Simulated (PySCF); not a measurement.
## Calculated data, CH5B2Si

All values are calculated (PySCF 2.14.0). Calculation on a computer-drawn molecule: the log of a Hartree-Fock and frozen-core CCSD(T) single point meant for a local Hartree-Fock minimum, with one planted fault or none, to be diagnosed. Offsets are logged minus clean, where the clean run is the same molecule without the fault. The reference is restricted for singlets and unrestricted otherwise, and also for a bond in bohr or an excited solution. Adding or removing an electron swaps singlet and doublet. The excited solution moves the top pair (singlet) or top alpha electron (doublet) to the lowest empty orbital. Highest occupied and lowest empty are orbital energies over both spins, largest force is the largest gradient component, triples share is (T) over the correlation energy, the T1 limit is 0.02 restricted and 0.045 unrestricted, electrons count all cores, a negative frequency is imaginary (commonest isotopes), and the dipole is about the centre of nuclear charge.

Entry: CH5B2Si

Logged structure:
```xyz
9
CH5B2Si
B      0.2058    -1.1665     1.5302
C      0.2161    -1.6792     0.2384
Si    -0.3995    -0.7873    -1.2386
B     -1.1578     0.9858    -1.2585
H      0.1905    -0.7195     2.6168
H      0.6169    -2.6801     0.0868
H     -0.2402    -1.6141    -2.4524
H     -1.2631     1.6139    -0.2384
H     -1.5278     1.4679    -2.2926
```

```
meant charge                      : 0
meant multiplicity                : 2
meant basis                       : cc-pV(D+d)Z
logged electrons                  : 34
logged basis functions            : 90
logged SCF converged              : yes
logged spin squared               : 0
logged highest occupied           : -15.172 eV
logged lowest empty               : -5.6762 eV
logged largest force              : 0.064367 hartree/bohr
logged T1 diagnostic              : 0.017016
logged D1 diagnostic              : 0.054927
logged triples share              : 0.035597
logged CC converged               : yes
logged dipole magnitude           : 1.2267 debye
logged SCF stable within its kind : yes
logged energy HF                  : -378.74245 hartree
logged energy CCSD(T)             : -379.16411 hartree
possible faults                   : no fault, one electron removed, one electron added, multiplicity raised by two, geometry at a saddle point, SCF held on an excited solution, minimal basis STO-3G, one bond length entered in bohr, all coordinates scaled
```

Drawn bonds:
```csv
atom,other atom,order
1,2,1
2,3,2
3,4,1
1,5,1
2,6,1
3,7,1
4,8,1
4,9,1
```

## Withheld values
1. Give the missing planted fault for CH5B2Si.

Answers
1. one electron removed

Further results for CH5B2Si:

```
HF energy offset from clean run      : 148 kcal/mol
CCSD(T) energy offset from clean run : 161.7 kcal/mol
```
